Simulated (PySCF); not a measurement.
SMILES C=C/C=C\c1ccccc1 (C10H10), GFN2-xTB optimised geometry.

```
20

C     -4.15    -1.39    -2.15
C     -2.96    -1.11    -1.63
C     -2.29    -1.97    -0.68
C     -1.17    -1.68     0.00
C     -0.45    -0.41     0.00
C     -1.12     0.82     0.04
C     -0.40     2.01     0.05
C      0.98     1.99     0.02
C      1.65     0.78     0.00
C      0.94    -0.41     0.00
H     -4.62    -0.75    -2.88
H     -4.70    -2.27    -1.86
H     -2.43    -0.22    -1.94
H     -2.73    -2.95    -0.55
H     -0.71    -2.45     0.60
H     -2.19     0.84     0.10
H     -0.93     2.95     0.09
H      1.53     2.92     0.03
H      2.73     0.76    -0.01
H      1.47    -1.35    -0.02
```

Density from CAM-B3LYP/def2-SVP (PySCF) at that geometry.

Minimum of the electron density along straight lines between bonded atoms, close to the bond critical point (lines longer than 1.1 times the sum of covalent radii, or with two minima, are not listed):

```csv
bond,length / Å,ρ at the minimum / e bohr⁻³,∇²ρ there / e bohr⁻⁵,position (fraction from the first atom)
C1–C2,1.330,0.344,-0.93,0.50
C2–C3,1.444,0.284,-0.73,0.50
C3–C4,1.340,0.337,-0.89,0.50
C4–C5,1.459,0.277,-0.70,0.50
C5–C6,1.395,0.309,-0.79,0.50
C6–C7,1.383,0.316,-0.83,0.50
C7–C8,1.385,0.315,-0.82,0.50
C8–C9,1.386,0.314,-0.82,0.50
C5–C10,1.396,0.309,-0.79,0.50
C9–C10,1.381,0.317,-0.83,0.50
C1–H11,1.076,0.284,-1.10,0.64
C1–H12,1.078,0.283,-1.09,0.64
C2–H13,1.082,0.284,-1.10,0.64
C3–H14,1.083,0.282,-1.07,0.63
C4–H15,1.084,0.282,-1.07,0.63
C6–H16,1.080,0.285,-1.10,0.64
C7–H17,1.081,0.284,-1.09,0.63
C8–H18,1.080,0.284,-1.09,0.63
C9–H19,1.081,0.284,-1.09,0.63
C10–H20,1.081,0.283,-1.09,0.63
```
